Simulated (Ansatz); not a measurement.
Start from `Cl[SiH2][O][GeH2][Cl]` and change one atom or group to get `CCO[SiH2]Cl`.

Ansatz, PBE0-D4/def2-TZVP geometries, multiplicity 1. Each molecule was computed in one conformer, which needn't be the lowest.

Scalar relativity is left out up to krypton.

```
                             property  `Cl[SiH2][O][GeH2][Cl]`
    LUMO energy (PBE/def2-TZVPP) / eV                    -1.21
HOMO–LUMO gap (B3LYP/def2-TZVPP) / eV                     8.05
  HOMO–LUMO gap (PBE/def2-TZVPP) / eV                     6.21
    HOMO energy (PBE/def2-TZVPP) / eV                    -7.41
HOMO energy (ωB97M-V/def2-TZVPP) / eV                   -11.04
  HOMO energy (B3LYP/def2-TZVPP) / eV                    -8.57
```

(1) What does the change do to each property? (Best estimate.)

Results:

(1) Ansatz gave: 
```csv
property,`CCO[SiH2]Cl`,shift
LUMO energy (PBE/def2-TZVPP) / eV,-0.32,0.89
HOMO–LUMO gap (B3LYP/def2-TZVPP) / eV,8.68,0.63
HOMO–LUMO gap (PBE/def2-TZVPP) / eV,6.71,0.50
HOMO energy (PBE/def2-TZVPP) / eV,-7.03,0.38
HOMO energy (ωB97M-V/def2-TZVPP) / eV,-10.91,0.13
HOMO energy (B3LYP/def2-TZVPP) / eV,-8.33,0.24
```

With PBE0 the HOMO rises by 0.25 eV and the LUMO rises by 0.77 eV, so the gap widens by about 0.52 eV. PBE moves the HOMO by 0.38 eV and ωB97M-V by 0.13 eV.

B3LYP here is the variant with VWN-RPA as its local correlation; programs differ in this.
